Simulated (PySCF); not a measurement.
SMILES CC(C)(C)B(F)F (GFN2-xTB optimised geometry):

```
16

B      0.785     1.084     0.000
F      2.103     1.084     0.000
F      0.263     2.294     0.000
C     -0.083    -0.255     0.060
C     -1.521    -0.024    -0.425
C      0.562    -1.371    -0.778
C     -0.126    -0.715     1.533
H     -2.103    -0.937    -0.321
H     -1.529     0.274    -1.470
H     -1.998     0.761     0.156
H      0.578    -1.099    -1.830
H      1.585    -1.549    -0.455
H     -0.004    -2.294    -0.669
H      0.879    -0.900     1.907
H     -0.594     0.041     2.159
H     -0.701    -1.635     1.612
```

Level of theory: PBE0/def2-TZVP (PySCF).

What are the frontier orbital energies and the dipole moment?

HOMO-2 -9.49 eV, HOMO-1 -9.45 eV, HOMO -8.82 eV, LUMO 0.27 eV, LUMO+1 0.79 eV; dipole moment 1.65 D.

On the same geometry PBE/def2-TZVP run with PySCF gives HOMO-2 -8.10 eV, HOMO-1 -8.05 eV, HOMO -7.40 eV, LUMO -0.78 eV, LUMO+1 0.01 eV; dipole moment 1.52 D.

Meta-Löwdin charges at PBE0/def2-TZVP: B1 0.65, F2 -0.29, F3 -0.29, C4 -0.06, C5 -0.34, C6 -0.34, C7 -0.34, H8 0.11, H9 0.11, H10 0.12, H11 0.11, H12 0.12, H13 0.11, H14 0.12, H15 0.11, H16 0.12.
